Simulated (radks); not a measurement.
These are the eigenvalues of the occupied orbitals of an atom or ion with whole-number occupations (hartree). Calculated with a radial shooting solver on a logarithmic mesh with Libxc functionals: scalar-relativistic Kohn-Sham, PBE, spin-polarised, spherical densities, point nucleus.

| orbital | eigenvalue |
|---|---|
| 1s down | -809.3163 |
| 1s up | -809.3163 |
| 2s up | -119.1030 |
| 2s down | -119.0949 |
| 2p up | -106.9974 |
| 2p down | -106.9913 |
| 3s up | -23.53363 |
| 3s down | -23.52953 |
| 3p up | -19.55674 |
| 3p down | -19.55202 |
| 3d up | -13.16920 |
| 3d down | -13.16176 |
| 4s up | -5.72362 |
| 4s down | -5.68462 |
| 4p up | -4.55943 |
| 4p down | -4.51888 |
| 4d up | -2.82515 |
| 5s up | -2.03931 |
| 5s down | -2.02377 |

Which element is it, and in what charge state? The configuration may be excited. Open shells, if any, are filled with parallel spins first.

Answer. Z = 44, ruthenium, charge +5: Ru5+ in [Kr] 4d1 5s2. The list shows which subshells hold electrons but not how many an open one holds; the 1s level, -809.32 hartree, gives Z - s = 40.2 by -(Z - s)^2/2, which with screening and relativity narrows Z to a few neighbours, and the depths of the outer levels then fix element, charge and occupations together.
